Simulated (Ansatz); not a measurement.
`F[SiH2][TeH]` + `BCS` → `BCS[SiH2]F` + H₂Te at 500 K and 1 bar (ligand exchange at the Si–Te bond).

Isolated molecules relaxed with PBE0-D4/def2-TZVP in Ansatz; ΔE leaves out vibrations. CCSD(T)/CBS adds triple-zeta CCSD(T) − MP2 to the extrapolated MP2 energy (def2 sets, frozen cores). Elements past krypton have def2 core potentials. For Te outer-core shells are correlated without core-valence functions, which leaves a few kJ/mol of doubt a bond. One conformer a species, not always the lowest.

```csv
species,CCSD(T)/CBS energy (Eh),H − E (kJ/mol),S (J/(mol·K))
`F[SiH2][TeH]`,-658.47489,103.9,359.9
`BCS`,-463.59975,181.0,347.9
`BCS[SiH2]F`,-853.16736,232.8,442.8
H₂Te,-268.91024,48.9,247.6
```

H − E and S are ideal-gas, rigid-rotor, harmonic terms from PBE0-D4/def2-TZVP, for one conformer and one mirror image of each species. 1 Eh = 2625.50 kJ/mol, R = 8.31446 J/(mol·K).

Question: By hand: ΔE, ΔH, ΔS and ΔG.

Answer: ΔE = (-853.16736) + (-268.91024) − (-658.47489) − (-463.59975) = -0.00296 Eh = -7.8 kJ/mol. Δ(H − E) = 232.8 + 48.9 − 103.9 − 181.0 = -3.2, so ΔH = -11.0 kJ/mol. ΔS = 442.8 + 247.6 − 359.9 − 347.9 = -17.4 J/(mol·K). ΔG = -11.0 − 500 × (-17.4)/1000 = -2.3 kJ/mol.

Question: By hand: the equilibrium constant, and the temperature at which ΔG would vanish if ΔH and ΔS stayed fixed.

Answer: log₁₀ K = −ΔG/(RT ln 10) = 0.2. ΔG = 0 at ΔH/ΔS = 632 K, though so small a ΔS makes that figure unsure.

TΔS isn't small against ΔH here. The sign of ΔG lies within the doubt. A doubt of 5 kJ/mol in ΔE shifts log₁₀ K by 0.5 here. Other conformers and mirror images would add mixing entropy, several J/(mol·K) or more a flexible species. Modes under 60 cm⁻¹, often nearly free rotors, make the harmonic entropy too high. These are equilibria of isolated gas molecules and say nothing of rates. Largest T1 diagnostic: 0.011 (customary marks: 0.02 for closed shells, 0.045 for open ones).
